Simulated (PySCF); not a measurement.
A computed series [M(H2O)3]3+

Computed with PySCF 2.14.0, PBE0, def2-SVP on the ligands, density fitting, scalar-relativistic core potentials, no spin-orbit coupling, vacuum. Each member is relaxed from one template within its symmetry. Distances are means of the shortest metal–ligand contacts, charges and spins Mulliken's; removal energies are rigid, with the ligand's formal charge and no counterpoise, so too large; for an anion taken off a cation in vacuum most of it is the attraction of opposite charges, and multiply charged cations can part far more cheaply with an electron moved from ligand to metal. lcecp potentials hold a fixed number of 4f electrons in the core, out of states, spins and gaps.

```csv
metal,basis on the metal,point group,M–H2O (Å),charge on M (e),removal of one H2O (eV),"strongest infrared band, degenerate modes summed (cm⁻¹)",unstable modes (below −25 cm⁻¹)
Eu,lcecp-1-SVP with ECP52,D3h,2.305,2.03,3.66,–,4
Tl,def2-SVP with ECP60,C3h,2.165,1.56,4.76,–,3
```

Task: Order these by the M–H2O distance, lowest first.
A. Nd, lcecp-1-SVP with ECP49
B. Dy, lcecp-1-SVP with ECP55
C. La, def2-SVP with ECP46
D. Tm, lcecp-1-SVP with ECP58

Result: D (2.209), B (2.248), A (2.322), C (2.407).

Task: What else do they give?

Result: 
```json
{"metal": "La", "basis on the metal": "def2-SVP with ECP46", "point group": "D3, nearly planar", "M–H2O (Å)": "2.407", "charge on M (e)": "2.03", "removal of one H2O (eV)": "3.40", "strongest infrared band, degenerate modes summed (cm⁻¹)": "3603", "unstable modes (below −25 cm⁻¹)": "0 (lowest -13 cm⁻¹, within noise)"}
{"metal": "Nd", "basis on the metal": "lcecp-1-SVP with ECP49", "point group": "D3, nearly planar", "M–H2O (Å)": "2.322", "charge on M (e)": "2.00", "removal of one H2O (eV)": "3.63", "strongest infrared band, degenerate modes summed (cm⁻¹)": "3576", "unstable modes (below −25 cm⁻¹)": "0 (lowest -14 cm⁻¹, within noise)"}
{"metal": "Dy", "basis on the metal": "lcecp-1-SVP with ECP55", "point group": "D3", "M–H2O (Å)": "2.248", "charge on M (e)": "1.96", "removal of one H2O (eV)": "3.87", "strongest infrared band, degenerate modes summed (cm⁻¹)": "3560", "unstable modes (below −25 cm⁻¹)": "0 (lowest -16 cm⁻¹, within noise)"}
{"metal": "Tm", "basis on the metal": "lcecp-1-SVP with ECP58", "point group": "D3", "M–H2O (Å)": "2.209", "charge on M (e)": "1.94", "removal of one H2O (eV)": "4.02", "strongest infrared band, degenerate modes summed (cm⁻¹)": "3552", "unstable modes (below −25 cm⁻¹)": "0 (lowest -20 cm⁻¹, within noise)"}
```

From Nd to Tm the M–H2O distance shrinks by 0.11 Å, the lanthanide contraction, and the energy to remove one H2O rises by 0.39 eV.

Members with unstable modes aren't minima as they stand: saddle points kept by symmetry or, where the modes are soft, flat surfaces and noise. Moved off a saddle point of the template and relaxed again: La, Nd, Dy, Tm, Tl. One start shape was tried for each, so a minimum needn't be the lowest isomer.
